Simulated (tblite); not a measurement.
Species: C5H6FNO3 (charge +1 and doublet state).
Atom-mapped SMILES: `[CH3:1][C:2](=[O+:3])/[N:4]=[CH:5]\[C@H:6]([F:7])[O:8][CH:9]=[O:10]` (hydrogens: H11, H12, H13 on C1; H14 on C5; H15 on C6; H16 on C9)
Bond orders are those of one Lewis drawing.

Computed with GFN2-xTB (tblite), gas phase: L-BFGS steps from a force-field or distance-geometry start until the largest atomic force falls under 0.01 eV/Å.

At the end of the run (lengths in Å): C2=O3 1.188, C9=O10 1.179, C2–N4 1.384, N4=C5 1.235, C5–C6 1.533, C1–C2 1.511, C1–H13 1.089, C2–N4–C5 135.3°, O3–C2–N4 122.9°, C6–O8–C9 118.6°, C1–C2–N4 111.2°, C1–C2–N4–C5 -94°, C2–N4–C5–C6 4°, N4–C5–C6–F7 11°, H11–C1–C2–O3 85°, H15–C6–O8–C9 -36°.

**Question.** These geometries were met on the way; a selection of coordinates is given. Order them by energy above the end point, lowest first.
A. C2=O3 1.189, C9=O10 1.179, C2–N4 1.418, N4=C5 1.231, C5–C6 1.552, C1–C2 1.483, C1–H13 1.088, C2–N4–C5 133.5°, O3–C2–N4 118.8°, C6–O8–C9 120.7°, C1–C2–N4 111.3°, C1–C2–N4–C5 -126°, C2–N4–C5–C6 3°, N4–C5–C6–F7 44°, H11–C1–C2–O3 109°, H15–C6–O8–C9 -8°
B. C2=O3 1.187, C9=O10 1.176, C2–N4 1.448, N4=C5 1.234, C5–C6 1.570, C1–C2 1.459, C1–H13 1.081, C2–N4–C5 124.2°, O3–C2–N4 114.7°, C6–O8–C9 120.4°, C1–C2–N4 116.3°, C1–C2–N4–C5 -134°, C2–N4–C5–C6 -1°, N4–C5–C6–F7 41°, H11–C1–C2–O3 126°, H15–C6–O8–C9 3°
C. C2=O3 1.268, C9=O10 1.246, C2–N4 1.423, N4=C5 1.298, C5–C6 1.476, C1–C2 1.494, C1–H13 1.133, C2–N4–C5 116.8°, O3–C2–N4 122.8°, C6–O8–C9 126.7°, C1–C2–N4 118.2°, C1–C2–N4–C5 -132°, C2–N4–C5–C6 -1°, N4–C5–C6–F7 46°, H11–C1–C2–O3 128°, H15–C6–O8–C9 1°
D. C2=O3 1.190, C9=O10 1.204, C2–N4 1.444, N4=C5 1.236, C5–C6 1.559, C1–C2 1.501, C1–H13 1.099, C2–N4–C5 120.6°, O3–C2–N4 120.3°, C6–O8–C9 122.5°, C1–C2–N4 116.9°, C1–C2–N4–C5 -133°, C2–N4–C5–C6 -1°, N4–C5–C6–F7 43°, H11–C1–C2–O3 128°, H15–C6–O8–C9 0°
E. C2=O3 1.191, C9=O10 1.178, C2–N4 1.437, N4=C5 1.236, C5–C6 1.548, C1–C2 1.475, C1–H13 1.089, C2–N4–C5 127.2°, O3–C2–N4 117.9°, C6–O8–C9 119.5°, C1–C2–N4 113.6°, C1–C2–N4–C5 -137°, C2–N4–C5–C6 7°, N4–C5–C6–F7 37°, H11–C1–C2–O3 121°, H15–C6–O8–C9 -1°

**Answer.** A (0.104 eV), E (0.170 eV), B (0.290 eV), D (0.515 eV), C (1.258 eV).

```
step  E above end (eV)  rms distance from the end, all atoms (Å)  largest force (eV/Å)  rms shift of all bonds from the end (Å)
  33             0.104                                     0.662                 0.075                                    0.013
  11             0.170                                     0.716                 0.270                                    0.017
   5             0.290                                     0.727                 0.564                                    0.024
   2             0.515                                     0.735                 1.746                                    0.022
   0             1.258                                     0.742                 4.926                                    0.041
```

Rows stand in the order of the answer.
